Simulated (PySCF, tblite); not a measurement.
C7H7ClOSi.
Structure used (GFN2-xTB), in Å, numbered top down from 1:
```
atom  x, y, z in Å
O1     3.7298   -1.2243    0.4121
C2     3.1112   -0.2107    0.3322
Cl3    4.0077    1.3246    0.2887
C4     1.6590   -0.0650    0.2628
C5     0.9052   -1.2440    0.2931
C6    -0.4703   -1.1878    0.2314
C7    -1.1417    0.0304    0.1382
Si8   -3.0317    0.0718    0.0523
C9    -0.3793    1.1953    0.1087
C10    0.9998    1.1600    0.1691
H11    1.4227   -2.1890    0.3653
H12   -1.0401   -2.1054    0.2556
H13   -3.4584    1.4684   -0.0239
H14   -3.4525   -0.6677   -1.1392
H15   -3.5597   -0.5715    1.2566
H16   -0.8779    2.1510    0.0363
H17    1.5692    2.0760    0.1441
```

Method: PBE0/pcSseg-1 in PySCF (dipole) on a GFN2-xTB geometry, gas phase.

Masses are those of the commonest isotopes; rigid-rotor values at the optimised geometry. The values belong to one conformer with, in the numbering `[O:1]=[C:2]([Cl:3])[c:4]1[cH:5][cH:6][c:7]([SiH3:8])[cH:9][cH:10]1`, O1–C2–C4–C5 0°.

Question: Give the principal moments of inertia and the rotational constants in MHz.

Answer: Ia = 170.04, Ib = 1132.12, Ic = 1296.36 u·Å²; 505379 MHz·u·Å²/I gives A = 2972, B = 446.4, C = 389.8 MHz.

Question: Classify the top.

Answer: A near-prolate asymmetric top: κ = (2 × 446.4 − 2972 − 389.8)/(2972 − 389.8) = -0.96.

Question: Is it planar, by Δ = Ic − Ia − Ib?

Answer: Not planar: Δ = Ic − Ia − Ib = -5.81 u·Å². For a rigid frame Δ = −2 Σ m c², so Σ m c² = 2.90 u·Å² lies off the ab plane, practically all of it from hydrogen. The atom farthest from that plane is 1.21 Å away.

Question: Give the other two planar moments, Paa and Pbb, and the rms extents of the mass along the axes.

Answer: Paa = Σ m a² = (Ib + Ic − Ia)/2 = 1129.21 and Pbb = Σ m b² = (Ia + Ic − Ib)/2 = 167.14 u·Å². With the mass M = 170.00 u, the rms extents √(P/M) along a, b and c are 2.58, 0.99, 0.13 Å.

Question: Which lines would a microwave search look for?

Answer: The dipole components are |μa| = 3.70 D, |μb| = 0.90 D, |μc| = 0.00 D; the mirror of this Cs structure is the ab plane, so μc vanishes by symmetry and there are no c-type lines. The squared components, which scale the intensities, stand as 1.00 : 0.06 (a : b). Some lines, for components of 0.1 D or more:

```tsv
type	branch	J(Ka,Kc)	MHz	lower level (cm⁻¹)
a	R	1(0,1) ← 0(0,0)	836	0.000
a	R	2(1,2) ← 1(1,1)	1616	0.112
a	R	2(0,2) ← 1(0,1)	1672	0.028
a	R	2(1,1) ← 1(1,0)	1729	0.114
b	Q	1(1,0) ← 1(0,1)	2582	0.028
b	Q	2(1,1) ← 2(0,2)	2640	0.084
b	R	2(1,2) ← 1(0,1)	4142	0.028
b	Q	2(2,0) ← 2(1,1)	7578	0.172
b	R	2(2,1) ← 1(1,0)	9306	0.114
b	R	2(2,0) ← 1(1,1)	9363	0.112
```

Question: Estimate the classical rotational partition function at 25 K, 50 K and 200 K.

Answer: Point group Cs, symmetry number σ = 1; q = (√π/σ)·√((kT/h)³/(ABC)), k/h = 20836.6 MHz/K: 29300 at 25 K, 82900 at 50 K, 663000 at 200 K.

Its GFN2-xTB frequencies are all real (lowest 24 cm⁻¹). Constants of a rigid frame at the computed geometry: no zero-point averaging, no centrifugal distortion. A rigid rotor knows nothing of internal rotation, which can split or shift real lines. Quadrupole hyperfine structure (35Cl) is left out.

On one thread, Arm Neoverse V1 (aarch64) (shared host), this took 40 s of wall time and 0.97 GiB of memory at its peak. This is the PBE0/pcSseg-1 job that gave the dipole, with the shieldings it also computed.
